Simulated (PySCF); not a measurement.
Computed shifts of a molecule CH7NOSi2, PySCF with PBE/pcSseg-1, GIAO, gas phase, atoms alike by connectivity averaged where their shifts nearly agree, in ppm (number of nuclei): ¹³C: 32.2 (1). ¹⁵N: 24.7 (1). ²⁹Si: -3.4 (1), -12.2 (1). ¹H: 5.82 (2), 5.55 (2), 3.11 (2), 0.38 (1). References: ¹³C against TMS (σ = 182.0 ppm); ¹⁵N against NH3 (σ = 267.0 ppm); ²⁹Si against TMS (σ = 335.4 ppm); ¹⁷O against H2O (σ = 334.3 ppm); ¹H against TMS (σ = 31.49 ppm), references at their B3LYP-D3(BJ)/def2-TZVP geometries, non-relativistic. Coordinates come from a TPSSh-D3(BJ)/def2-SVP optimisation. One conformer was computed; it need not be the lowest.

Q: Identify the compound among the candidates.
A) C[Si@H]1N[SiH2]O1
B) O[Si@@H]1NC[SiH2]1
C) CN1[SiH2]O[SiH2]1
D) C1N[SiH2]O[SiH2]1

A: D, C1N[SiH2]O[SiH2]1
